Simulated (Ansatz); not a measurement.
Spin states of O2Ru (SMILES [O]=[Ru]=[O]), each relaxed with B3LYP-D3(BJ)/def2-TZVP.
State 1 (charge 0, multiplicity 1):
```
atom    x (Å)    y (Å)    z (Å)
----  -------  -------  -------
Ru     0.1461  -0.0442   0.1559
O      1.1599   0.2401  -1.1432
O     -1.3393  -0.1486   0.9169
```
State 2 (charge 0, multiplicity 3):
| atom | x (Å) | y (Å) | z (Å) |
|---|---|---|---|
| Ru | 0.2383 | -0.0794 | 0.2611 |
| O | 1.0692 | 0.2508 | -1.1591 |
| O | -1.3408 | -0.1241 | 0.8276 |

Singlets are restricted, other states unrestricted; no spin–orbit coupling, no relativity up to Kr; see below for the cores. The largest T1 diagnostic is 0.032.

Codes used: Ansatz (a first-principles code).  In def2 rows elements past Kr take small-core potentials, without spin–orbit coupling.

Question: One of these levels gives -1.05 kcal/mol for the energy of the multiplicity-3 state less that of the multiplicity-1 state. Name it.
(A) r2SCANh/def2-TZVPP
(B) BLYP/def2-TZVPP
(C) PBE/def2-TZVPP
(D) B3LYP/def2-TZVPP

Answer: A, r2SCANh/def2-TZVPP. The others give 5.24 (PBE/def2-TZVPP), 5.89 (BLYP/def2-TZVPP), 7.43 (B3LYP/def2-TZVPP)
